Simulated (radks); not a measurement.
The numbers below are computed, except where a source is named.
The beryllium ion Be+ inside a hard spherical wall (all orbitals vanish at R), configuration held at [He] 2s1 and not refilled when levels cross. Code: a radial shooting solver on a logarithmic mesh with Libxc functionals. Model: scalar-relativistic Kohn-Sham, LDA (Slater exchange, Perdew-Wang correlation), spin-unpolarised, spherical densities, finite nucleus; Fermi nuclear charge, rms radius 2.519 fm; without spin polarisation the odd electron is poorly described. Eigenvalues in eV, with the zero of energy where the potential of the charges vanishes at infinity; a dash marks a level that is unbound or too diffuse for the functional's potential to be trusted. A positive occupied level is held by the wall or, in an anion where self-interaction has pushed it up, behind a barrier. The pressure on the wall is -dE/dV.

R (bohr) = free: E (hartree) -14.09970; kinetic (hartree) 13.987; e(1s) -116.42; e(2s) -13.641; e(2p, empty) -9.818; e(3s, empty) -3.591; pressure (GPa) 0
R (bohr) = 15: E (hartree) -14.09970; kinetic (hartree) 13.987; e(1s) -116.42; e(2s) -13.641; e(2p, empty) -9.818; e(3s, empty) -3.578; pressure (GPa) < 0.0001
R (bohr) = 12: E (hartree) -14.09970; kinetic (hartree) 13.987; e(1s) -116.42; e(2s) -13.641; e(2p, empty) -9.818; e(3s, empty) -3.486; pressure (GPa) < 0.0001
R (bohr) = 10: E (hartree) -14.09970; kinetic (hartree) 13.987; e(1s) -116.42; e(2s) -13.640; e(2p, empty) -9.817; e(3s, empty) -3.200; pressure (GPa) 0.000149
R (bohr) = 8: E (hartree) -14.09958; kinetic (hartree) 13.988; e(1s) -116.41; e(2s) -13.631; e(2p, empty) -9.800; e(3s, empty) -2.158; pressure (GPa) 0.00734
R (bohr) = 2.5: E (hartree) -13.52301; kinetic (hartree) 15.693; e(1s) -108.54; e(2s) 4.949; e(2p, empty) 5.957; e(3s, empty) 96.111; pressure (GPa) 343
R (bohr) = 1.5: E (hartree) -10.59622; kinetic (hartree) 21.677; e(1s) -93.818; e(2s) 88.416; e(2p, empty) 57.874; e(3s, empty) 362.88; pressure (GPa) 7780
